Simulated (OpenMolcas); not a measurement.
## Ag2+ in NaCl: curves along the breathing mode

Ag2+ with its 6 nearest chloride ions, on the Na site of NaCl (a = 5.64056 Å, distance in the model lattice 2.820 Å). The rest of the host is ab initio model potentials to 7.6 Å, with orthogonalisation functions on the cations behind the ligands, and point charges beyond; the distance is set by hand and nothing relaxes, and no local charge compensation is placed. Ligand basis ANO-RCC-VDZP.

* Program: OpenMolcas 26.06
* Method: CASSCF
* Basis: ANO-RCC-VDZP [6s5p3d1f]
* Scalar Hamiltonian: DKH2, point nucleus
* Active space: 9 electrons in 5 orbitals (4d)
* State averaging: 2S+1 = 2 even, 5 roots
* Spin-orbit coupling: state interaction with AMFI integrals over the reference wave functions

Spin-free energies (labels of O, the rotations of Oh) in cm-1 above the lowest fitted minimum, as all ligands move together:

```json
{"R (Å)": "2.561", "2E": "60", "2T2": "10570"}
{"R (Å)": "2.621", "2E": "350", "2T2": "9670"}
{"R (Å)": "2.682", "2E": "2030", "2T2": "10330"}
{"R (Å)": "2.742", "2E": "4840", "2T2": "12300"}
{"R (Å)": "2.802", "2E": "8640", "2T2": "15400"}
{"R (Å)": "2.863", "2E": "13410", "2T2": "19570"}
{"R (Å)": "2.923", "2E": "18920", "2T2": "24600"}
```

Cubic fits give the following; the wavenumber is harmonic, with the mass of all moving ligands, small differences in it between states hang on the degree of the fit, a number in brackets counts states of one label, and the table is a selection of at most 14 states with clean curves.

```csv
State,R0 (Å),Breathing mode (cm-1),Minimum (cm-1)
2E,2.577,248,0
2T2,2.625,254,9690
```

The minimum of 2T2 is shifted by +0.0484 Å against 2E (from the unrounded fits). With M = 212.7 u for the moving shell, the Huang-Rhys factor in this mode is S = M ω ΔR² / 2ħ = 0.01483 × 212.7 × 248 × 0.0484² = 1.83. Only the first shell moves, against a rigid host.

An orbital doublet at a regular site is open to a Jahn-Teller distortion, which this geometry leaves out. With metal d orbitals alone the field can be off either way by tens of per cent. Ligand-to-metal charge-transfer states are missing. The least metal-like active orbital is 79 % on the metal (Löwdin) and no ligand orbital is active, so the numbers are rough (holds for R = 2.561). The least metal-like active orbital is 80 % on the metal (Löwdin) and no ligand orbital is active, so the numbers are rough (holds for R = 2.621). The least metal-like active orbital is 81 % on the metal (Löwdin) and no ligand orbital is active, so the numbers are rough (holds for R = 2.682). The least metal-like active orbital is 82 % on the metal (Löwdin) and no ligand orbital is active, so the numbers are rough (holds for R = 2.742; R = 2.802). The least metal-like active orbital is 83 % on the metal (Löwdin) and no ligand orbital is active, so the numbers are rough (holds for R = 2.863; R = 2.923). No measured value stands beside these numbers.
